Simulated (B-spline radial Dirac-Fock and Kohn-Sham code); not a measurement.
## Binding energies of Pt in different valence configurations

Method: ΔSCF Dirac-Fock with Breit, self-energy and vacuum polarisation, finite nucleus, configuration average. Computed with a B-spline atomic structure program. No correlation.

Reference: the tabulated ground configuration [Xe] 4f14 5d9 6s1, with 2s 13895.2 eV, 4s 739.2 eV, 4p1/2 623.2 eV, 4f5/2 80.59 eV, 4f7/2 77.27 eV, 5p3/2 61.31 eV, Kα1 66826.4 eV, Kβ1 75738.8 eV.

Shifts from the reference in eV.

```
        configuration  average energy     2s     4s  4p1/2  4f5/2  4f7/2  5p3/2    Kα1    Kβ1
    [Xe] 4f14 5d8 6s2           +1.22  +3.90  +3.89  +3.79  +3.75  +3.75  +2.91  -0.14  -0.11
       [Xe] 4f14 5d10           +0.64  -3.52  -3.49  -3.47  -3.44  -3.45  -2.75  +0.16  +0.15
    [Xe] 4f14 5d9 6p1           +4.04  +2.04  +2.06  +2.07  +2.07  +2.07  +2.11  +0.05  +0.04
[Xe] 4f14 5d8 6s1 6p1           +5.19  +5.67  +5.62  +5.61  +5.57  +5.58  +4.75  -0.14  -0.12
```
